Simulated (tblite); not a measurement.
A tight-binding relaxation on `CC(C)OC(=O)O[C](=O)[GeH3]`.

Computed with GFN2-xTB geometry optimisation, gas phase (tblite 0.8.0). Start geometry: from a force field or distance geometry. The input is one job of a driver script: a line of settings, then coordinates in Å.

Command:
```bash
OMP_NUM_THREADS=1 python probes_run.py task.json out
```

Input:
```
{"job": {"kind": "relax", "xc": "GFN2-xTB", "basis": "xTB"}, "charge": 0, "multiplicity": 1}
C     -2.535700    -0.388600    -1.829000
C     -1.976100    -0.231100    -0.425000
C     -2.708900    -1.199000     0.505300
O     -0.587200    -0.452000    -0.396300
C      0.377800     0.407600     0.055100
O      0.055100     1.546000     0.479800
O      1.744100     0.087800     0.028700
C      2.648800     1.038200     0.499000
O      2.296000     2.141100     0.917100
Ge     4.497700     0.561400     0.466700
H     -2.372300     0.572100    -2.355700
H     -1.938000    -1.208200    -2.304500
H     -3.600500    -0.655100    -1.683000
H     -2.154300     0.782900    -0.019900
H     -2.990800    -2.107900    -0.067900
H     -3.662600    -0.683900     0.809900
H     -2.140300    -1.465500     1.389700
H      4.863400    -0.251800     1.749900
H      5.348800     1.875400     0.485500
H      4.829800    -0.358700    -0.718000
```

Q: Give the output.

A: 
```
step      E/eV     max force
  0    -924.33789    5.007
  1    -924.63451    6.313
  2    -925.01343    1.021
  3    -925.09551    0.729
  4    -925.20848    0.684
  5    -925.23918    0.736
  6    -925.28803    0.494
  7    -925.31909    0.525
  8    -925.34729    0.457
  9    -925.36390    0.260
... (175 lines left out)
185    -925.65511    0.049
186    -925.65519    0.020
187    -925.65525    0.022
188    -925.65531    0.015
189    -925.65535    0.014
190    -925.65538    0.017
191    -925.65542    0.019
192    -925.65545    0.017
193    -925.65548    0.016
194    -925.65549    0.010
```

«max force» is the largest atomic force in eV/Å.

Q: From which step on does the largest force stay under 0.1 eV/Å, and how much energy is left to gain from there?

A: From step 182 (0.044 eV/Å), 0.8 meV above the end.

In short: energy lowered by 30.4 kcal/mol over 194 steps; largest atomic force 0.010 eV/Å at the end.

Q: Give the final coordinates.

A: 0.495 Å rms from the input after alignment:
```
atom  x, y, z in Å
C1    -2.4018   -0.4020   -1.8700
C2    -1.8991   -0.1341   -0.4602
C3    -2.3553   -1.1958    0.5330
O4    -0.4541   -0.1364   -0.5212
C5     0.1837    0.6349    0.3309
O6    -0.2784    1.3855    1.1282
O7     1.5309    0.3830    0.1767
C8     2.4860    1.3182    0.4598
O9     2.2767    2.4703    0.6589
Ge10   4.2093    0.3496    0.4032
H11   -2.0517    0.3695   -2.5502
H12   -2.0359   -1.3648   -2.2161
H13   -3.4875   -0.4097   -1.8734
H14   -2.2172    0.8576   -0.1154
H15   -1.9979   -2.1747    0.2227
H16   -3.4402   -1.2108    0.5808
H17   -1.9647   -0.9746    1.5234
H18    4.2471   -0.6285    1.5291
H19    5.3549    1.2963    0.5169
H20    4.2901   -0.4227   -0.8697
```

On one thread of an Arm Neoverse N1 (shared host), this took 2.8 s of wall time.
Labels such as C1 count atoms from 1, the log's own numbers from 0.
